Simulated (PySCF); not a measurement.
## Relaxation of singlet [ScH4]-

Computed with PySCF, PBE0, basis Sc def2-TZVPD, H def2-TZVPD (no relativity, density fitting). A (50,194) grid was used.

A hand-made see-saw start, of C2v symmetry, held to at least that symmetry:

```xyz
5
charge -1 multiplicity 1, angstrom
Sc    0.0000    0.0000   -0.0521
H     0.0000    1.7932    0.1048
H     0.0000   -1.7932    0.1048
H     1.4184    0.0000    1.0561
H    -1.4184    0.0000    1.0561
```

(1) What forces act on the atoms at the start (eV/Å)?

(2) What does it relax to?

(3) How much energy is released, and in how many steps?

Answers

(1) 
```tsv
atom	Fx	Fy	Fz
Sc1	0.00	0.00	0.90
H2	0.00	1.34	-0.56
H3	0.00	-1.34	-0.56
H4	0.59	0.00	0.11
H5	-0.59	0.00	0.11
```

(2) It ends at Td with Sc–H 1.900 Å (×4); H–Sc–H 109.5° (×6) (after a last refinement on a finer grid). A frequency run shows a minimum.

(3) 141.7 kJ/mol in 12 steps.

The relaxation took 10 s on 2 threads of a shared Arm Neoverse V2 host, with 84 basis functions and 13 gradients; the process peaked at 0.63 GiB.
